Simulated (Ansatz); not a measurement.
Stepwise reaction of `NB(O[SiH3])O[SiH3]` with water, as a gas-phase model of exchange steps in deposition or etching. ΔE in kJ/mol; ΔG adds harmonic PBE0-D4 terms to CCSD(T)/CBS, at 1 bar.

Program: Ansatz. Geometries: PBE0-D4/def2-TZVP. ΔE: electronic, gas phase. CCSD(T)/CBS is the MP2 limit (def2-TZVPP, def2-QZVPP) plus CCSD(T) − MP2 in def2-TZVPP, frozen cores. This one scheme is used for every species. DFT in def2-TZVPP. B3LYP here is the variant with VWN-RPA as its local correlation; programs differ in this. One conformer a species, not always the lowest.

| step | reaction | PBE-D4 | B3LYP-D4 | ωB97M-V | CCSD(T)/CBS | ΔG(600 K) |
| --- | --- | --- | --- | --- | --- | --- |
| 2 | `NB(O)O[SiH3]` + H₂O → `NB(O)O` + `O[SiH3]` | 3.4 | 7.1 | 5.0 | 9.2 | 3.6 |

Give the row of step 1, `NB(O[SiH3])O[SiH3]` + H₂O → `NB(O)O[SiH3]` + `O[SiH3]`. (An estimate is asked.)

Ansatz gave: 
```
step                                                 reaction  PBE-D4  B3LYP-D4  ωB97M-V  CCSD(T)/CBS  ΔG(600 K)
   1  `NB(O[SiH3])O[SiH3]` + H₂O → `NB(O)O[SiH3]` + `O[SiH3]`     7.8      12.0      8.2         12.5       13.8
```

By hand: ΔE of the 2 steps together at CCSD(T)/CBS.

(12.5) + (9.2) = 21.7 kJ/mol, or 10.8 kJ/mol a step.

In ΔE the steps differ by no more than 3.3 kJ/mol. All are uphill at CCSD(T)/CBS. ΔG lies between 3.6 and 13.8 kJ/mol a step. PBE-D4 differs from CCSD(T)/CBS by -5.8 to -4.7 kJ/mol a step. Only this route is followed, and other bonds may react first. Isolated molecules leave out the surface, adducts and barriers. Largest T1 diagnostic: 0.012.
